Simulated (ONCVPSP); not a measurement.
# What one change does to a pseudopotential (lanthanum (La), ONCV)

lanthanum (La), optimised norm-conserving Vanderbilt (ONCV), made with ONCVPSP 4.0.1 (PBEsol, fully relativistic). Core [Kr] 4d10, reference 5s2 5p6 5d1 6s2. Waves: 5s+6s: rc 2.80 bohr, ncon 5, nbas 8, qcut 5.4 1/bohr, 2 projectors; 5p: rc 2.45 bohr, ncon 3, nbas 7, qcut 6.4 1/bohr, 1 projector; 5d: rc 4.00 bohr, ncon 3, nbas 8, qcut 4.7 1/bohr, 2 projectors, debl 2.6 Ha; f scattering state at 0.11 Ha: rc 2.45 bohr, ncon 3, nbas 8, qcut 4.4 1/bohr, local. Local part: the f channel. Core correction: Teter function, fcfact 4.25, rcfact 1.55.

Open shells are filled in proportion to 2j + 1.

In the f channel the program set the typed energies aside and used -0.157 Ha (j = l + 1/2; the other j can differ).

All-electron outer shells of the reference configuration (PBEsol, scalar-relativistic, ld1.x):

```tsv
shell	level (eV)	outermost node (bohr)	outermost maximum (bohr)
5s	-38.95	0.77	1.41
5p	-22.40	0.83	1.58
6s	-3.70	1.86	3.79
5d	-3.10	0.95	2.21
```

Change: p: qcut 4.2.

Cutoffs: the cutoffs (Ha) at which the residual kinetic energy of the hardest occupied pseudo-wave falls to 1 and 0.1 mHa per electron; they do not see the model core or the augmentation charge, which bear on the density cutoff. Errors are all-electron minus pseudo energies relative to the spin-unpolarised reference configuration.

Question: Predict the effect on cutoff, ghosts and configuration errors.

Answer: The potential gets softer (11 Ha and 14 Ha → 9.4 Ha and 11 Ha); both files keep a bound ghost (p, s); of the 4 tests that both files solve, the error grows in 0 and shrinks in 1 by more than 15 % and 0.3 meV (median size 3.6 → 3.0 meV). The waves are optimised to have the least kinetic energy above qcut, so the cutoff follows it (qcut²/2 in Ha).

| quantity | base | changed |
| --- | --- | --- |
| cutoff, loose | 11 Ha | 9.4 Ha |
| cutoff, tight | 14 Ha | 11 Ha |
| loose cutoff by channel | s 9.4 Ha, p 11 Ha, d 5.4 Ha | s 9.4 Ha, p 5.2 Ha, d 5.4 Ha |
| bound ghosts | s, p3/2, p1/2 | s, p3/2, p1/2 |
| GHOST(+) flags under 300 eV | d3/2 at 77.4 eV, d5/2 at 77.5 eV | d3/2 at 77.4 eV, d5/2 at 77.5 eV |
| error for 5s2 5p6 5d1 6s1, meV [ΔE 6.00 eV] | -0.2 | -0.1 |
| error for 5s2 5p6 5d1 6s0, meV [ΔE 16.85 eV] | -5.4 | -4.3 |
| error for 5s2 5p6 5d0 6s0, meV [ΔE 35.74 eV] | -61 | -54 |
| error for 5s2 5p6 5d1.5 6s1.5, meV [ΔE 0.36 eV] | -1.8 | -1.8 |
| s: phases at 2.84 bohr within 0.05 rad from the reference energy up to (Ha; the scan ends near 5) | 1.1 | 1.1 |
| p3/2: phases at 2.49 bohr within 0.05 rad from the reference energy up to (Ha; the scan ends near 5) | -0.4 | -0.4 |
| p1/2: phases at 2.49 bohr within 0.05 rad from the reference energy up to (Ha; the scan ends near 5) | -0.6 | -0.6 |
| d5/2: phases at 4.07 bohr within 0.05 rad from the reference energy up to (Ha; the scan ends near 5) | 0.3 | 0.3 |
| d3/2: phases at 4.07 bohr within 0.05 rad from the reference energy up to (Ha; the scan ends near 5) | 0.3 | 0.3 |
| f7/2: phases at 2.49 bohr within 0.05 rad from the reference energy up to (Ha; the scan ends near 5) | -0.1 | -0.1 |
| f5/2: phases at 2.49 bohr within 0.05 rad from the reference energy up to (Ha; the scan ends near 5) | -0.1 | -0.1 |
| rms error of d²Exc/dni dnj with the model core, mHa | 1.80 | 1.77 |

Base: The cutoffs count occupied waves only; projector 1 of the f channel, the hardest unoccupied one, needs 66 Ha at the loose tolerance. Changed file: The cutoffs count occupied waves only; projector 1 of the f channel, the hardest unoccupied one, needs 66 Ha at the loose tolerance. A true bound ghost makes a file unfit for plane-wave use even where its test errors are small: the radial tests pick states by their node count and pass the ghost by.
